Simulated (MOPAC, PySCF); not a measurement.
C4H12GeO4, SMILES `[O]([Ge]([O]C)([O]C)[O]C)C`, neutral singlet in the gas phase. 

Z-matrix (Å, degrees):
```
Ge
O 1 1.7623
C 2 1.4175 1 121.00
H 3 1.1013 2 107.94 1 172.30
H 3 1.1038 4 108.62 2 121.57
H 3 1.1054 4 108.20 5 117.34
O 1 1.7624 2 114.93 3 71.75
C 7 1.4176 1 121.00 2 71.74
H 8 1.1013 7 107.94 1 172.29
H 8 1.1038 9 108.62 7 121.57
H 8 1.1054 9 108.20 10 117.34
O 1 1.7624 2 106.81 3 -46.53
C 12 1.4175 1 121.00 2 170.01
H 13 1.1013 12 107.94 1 -172.31
H 13 1.1038 14 108.62 12 -121.57
H 13 1.1054 14 108.20 15 -117.34
O 1 1.7624 2 106.82 3 -169.97
C 17 1.4175 1 120.99 2 46.57
H 18 1.1013 17 107.94 1 -172.40
H 18 1.1038 19 108.62 17 -121.57
H 18 1.1054 19 108.20 20 -117.34
```
Charge 0, spin multiplicity 1.

All levels are single points at this geometry (B3LYP-D3(BJ)/def2-SVP); Pople sets use spherical d functions. Orbital energies aren't observables, and empty levels follow the basis.

PBE-D3(BJ)/def2-TZVP in PySCF gives dipole (D) = 0.00.

Problem. Estimate the dipole (D) from each of these levels: B3LYP-D3(BJ)/def2-TZVP in PySCF; B3LYP/6-311+G** (LANL2DZ on Ge) in PySCF; M06-2X/6-31G* in PySCF; PBE/6-31G* in PySCF; SVWN5/6-31G* in PySCF; HF/3-21G in PySCF; AM1 in MOPAC; PM7 in MOPAC.

Solution. 
| level | dipole (D) |
|---|---|
| B3LYP-D3(BJ)/def2-TZVP in PySCF | 0.00 |
| B3LYP/6-311+G** (LANL2DZ on Ge) in PySCF | 0.00 |
| M06-2X/6-31G* in PySCF | 0.00 |
| PBE/6-31G* in PySCF | 0.00 |
| SVWN5/6-31G* in PySCF | 0.00 |
| HF/3-21G in PySCF | 0.00 |
| AM1 in MOPAC | 0.00 |
| PM7 in MOPAC | 0.00 |
